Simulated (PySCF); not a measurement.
SMILES O[SiH2][SiH2][Si](F)(F)F (H5F3OSi3), singlet, GFN2-xTB optimised geometry.

```
12

O     -0.95    -1.23    -4.93
Si    -0.35    -0.26    -3.77
Si    -0.59    -1.25    -1.69
Si     0.40    -0.08     0.00
F      1.99    -0.08     0.00
F      0.08     1.48     0.00
F      0.08    -0.47     1.51
H     -0.61    -2.10    -5.14
H      1.06     0.04    -4.07
H     -1.17     0.93    -3.99
H     -0.01    -2.62    -1.63
H     -1.99    -1.48    -1.29
```

Density from CAM-B3LYP/def2-TZVP (PySCF 2.14.0) at that geometry.

Minimum of the electron density along straight lines between bonded atoms, close to the bond critical point (lines longer than 1.1 times the sum of covalent radii, or with two minima, are not listed):

```json
[
 {"bond": "O1–Si2", "length / Å": "1.627", "ρ at the minimum / e bohr⁻³": "0.142", "∇²ρ there / e bohr⁻⁵": "…", "position (fraction from the first atom)": "0.59"},
 {"bond": "Si2–Si3", "length / Å": "2.322", "ρ at the minimum / e bohr⁻³": "0.099", "∇²ρ there / e bohr⁻⁵": "-0.19", "position (fraction from the first atom)": "0.38"},
 {"bond": "Si3–Si4", "length / Å": "2.275", "ρ at the minimum / e bohr⁻³": "0.101", "∇²ρ there / e bohr⁻⁵": "…", "position (fraction from the first atom)": "0.35"},
 {"bond": "Si4–F5", "length / Å": "1.594", "ρ at the minimum / e bohr⁻³": "0.142", "∇²ρ there / e bohr⁻⁵": "1.00", "position (fraction from the first atom)": "0.42"},
 {"bond": "Si4–F6", "length / Å": "1.595", "ρ at the minimum / e bohr⁻³": "0.142", "∇²ρ there / e bohr⁻⁵": "1.00", "position (fraction from the first atom)": "0.42"},
 {"bond": "Si4–F7", "length / Å": "1.592", "ρ at the minimum / e bohr⁻³": "0.143", "∇²ρ there / e bohr⁻⁵": "0.99", "position (fraction from the first atom)": "0.42"},
 {"bond": "O1–H8", "length / Å": "0.952", "ρ at the minimum / e bohr⁻³": "0.362", "∇²ρ there / e bohr⁻⁵": "…", "position (fraction from the first atom)": "0.81"},
 {"bond": "Si2–H9", "length / Å": "1.471", "ρ at the minimum / e bohr⁻³": "0.126", "∇²ρ there / e bohr⁻⁵": "0.15", "position (fraction from the first atom)": "0.49"},
 {"bond": "Si2–H10", "length / Å": "1.459", "ρ at the minimum / e bohr⁻³": "0.129", "∇²ρ there / e bohr⁻⁵": "0.17", "position (fraction from the first atom)": "0.49"},
 {"bond": "Si3–H11", "length / Å": "1.481", "ρ at the minimum / e bohr⁻³": "0.120", "∇²ρ there / e bohr⁻⁵": "0.17", "position (fraction from the first atom)": "0.49"},
 {"bond": "Si3–H12", "length / Å": "1.476", "ρ at the minimum / e bohr⁻³": "0.122", "∇²ρ there / e bohr⁻⁵": "0.16", "position (fraction from the first atom)": "0.49"}
]
```

Task: Complete the blanks.

Result: 
- O1–Si2, ∇²ρ there / e bohr⁻⁵: 0.89
- Si3–Si4, ∇²ρ there / e bohr⁻⁵: -0.08
- O1–H8, ∇²ρ there / e bohr⁻⁵: -2.51
